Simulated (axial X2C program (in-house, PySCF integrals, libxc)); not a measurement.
**Working with the constants of KSc**

A bond curve at the PBE0 level, with spin–orbit coupling, was computed with an axial X2C code built on PySCF integrals (basis Sc dyall-cv3z [10s11p7d5f2g], K dyall-cv3z [11s12p6d3f] (cores contracted in-house)) for the state Ω = 2 (⟨Sz⟩ = 1.00, ⟨Lz⟩ = 1.00 at PBE0). Its fit gives Re = 3.9813 Å, ωe = 82.4 cm⁻¹, ωexe = 0.665 cm⁻¹ and αe = 4.558e-04 cm⁻¹; the masses are 44.9559 and 38.9637 u. Two-component means X2C with spin–orbit coupling and atomic mean-field Coulomb and Gaunt terms.

(1) Find the reduced mass, Be and the force constant.

(2) A Morse curve ties αe to the other constants (Pekeris). How well does that hold?

(3) Estimate the centrifugal constant by the Kratzer relation.

(4) Where do the fundamental and the first overtone lie?

(5) The dipole moment p changes by 0.29 D/Å at Re. What harmonic infrared intensity follows?

Occupations by symmetry block were frozen at the best pattern of an incomplete PBE0 search. Density functionals use the spin component along the axis (collinear). Other states lie close and PBE0, whose exact exchange favours high spin, may order them wrongly; the determinant shown need not be the ground state. The nearest other spin-free determinant of the search, M_S = 1, Λ = 0, lies 0.005 eV up at the distance of the search. Without a current term, density functionals place determinants with orbital angular momentum somewhat too high. With several unpaired electrons one determinant need not be a pure state. A state of lower Ω lies just above, and one determinant can place such states too high, so the state shown need not be the lowest. The search has Ω = 1 only 0.00 eV up. Open-shell Ω = 0 determinants with evenly filled partner blocks cannot be reached by this program, so the Ω shown need not be the lowest component.

Results:

(1) From the PBE0 values: μ = 20.8729 u. Be = 16.8576/(μ Re²) = 0.05095 cm⁻¹. k = 5.8918×10⁻⁷ μ ωe² = 0.0835 mdyn/Å.

(2) αe(Morse) = 6Be²/ωe × (√(ωexe/Be) − 1) = 4.939e-04 cm⁻¹; the PBE0 curve gives 4.558e-04 cm⁻¹, a ratio of 1.08.

(3) D = 4Be³/ωe² = 7.79e-08 cm⁻¹.

(4) ν(1←0) = ωe − 2ωexe = 81.1 cm⁻¹; ν(2←0) = 2ωe − 6ωexe = 160.8 cm⁻¹.

(5) I = 42.256 × (dp/dR)²/μ = 0.17 km/mol.
